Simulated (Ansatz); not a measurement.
Two structures of SiH$_{2}$Cl$_{4}$, closed shell, reached by relaxing down either side of one saddle point (PBE0-D4/def2-TZVP). Energies are electronic, without zero-point energy. Computed with Ansatz 0.2.0 (basis: def2-TZVPP and def2-QZVPP); correlated methods freeze the cores. Extrapolation: Hartree–Fock as exp(−7.88 √X), correlation as X^−2.97. First:

```xyz
7
angstrom
Si -0.5562 0.8945 0.2701
Cl -1.7513 -0.7218 0.4837
Cl 0.0282 1.0531 -1.6582
Cl -1.5739 2.5578 0.8038
Cl 1.0699 0.6941 1.4548
H 1.1003 -2.4010 -0.8445
H 1.6830 -2.0767 -0.5097
```

Second:

| atom | x (Å) | y (Å) | z (Å) |
| --- | --- | --- | --- |
| Si1 | 0.7210 | 0.6684 | 0.1613 |
| Cl2 | -1.5193 | -2.3359 | -0.9422 |
| Cl3 | 0.0521 | 1.3991 | -1.6050 |
| Cl4 | -0.8532 | 0.5032 | 1.4538 |
| Cl5 | 2.0833 | 1.9398 | 0.9610 |
| H6 | -1.8082 | -1.5192 | 0.0030 |
| H7 | 1.3243 | -0.6553 | -0.0318 |

Which bonds change from the first to the second?

SiCl₄ ([Cl][Si]([Cl])([Cl])[Cl]) + H₂ → SiHCl₃ ([Cl][SiH]([Cl])[Cl]) + HCl; bonds formed: Si1–H7, Cl2–H6; bonds broken: Si1–Cl2, H6–H7.

Give the saddle point's structure and its height above each. (Judge from chemistry; the value comes from the calculation.)

By the calculation: 61.35 kcal/mol above the first and 46.27 kcal/mol above the second (CCSD(T) at an estimated basis limit (MP2 extrapolated from triple and quadruple zeta, plus CCSD(T) − MP2 in triple zeta)).
```
atom    x (Å)    y (Å)    z (Å)
 Si1   0.0715   0.3943   0.0353
 Cl2  -1.6198  -1.2261  -0.5812
 Cl3   0.0214   1.1949  -1.8191
 Cl4  -1.1245   1.1305   1.4879
 Cl5   1.9404   1.0082   0.6974
  H6  -0.0619  -1.4002  -0.0566
  H7   0.7729  -1.1016   0.2362
```

No T1 diagnostic of these runs exceeds 0.011. The start structure is not quite a true minimum (one mode of 30i cm⁻¹).

Labels in which every atom is bracketed show which atoms are joined, not bond orders.

For scale, one of the runs: CCSD(T)/def2-TZVPP, 238 basis functions, launched by `ansatz run in.yaml --threads 4 --pin off --events-out ev --progress --plain --max-ram 9574MiB`. The run took 110 s on 4 CPU threads of an Arm Neoverse V2 (shared host), with 3.9 GiB of host memory at its peak.
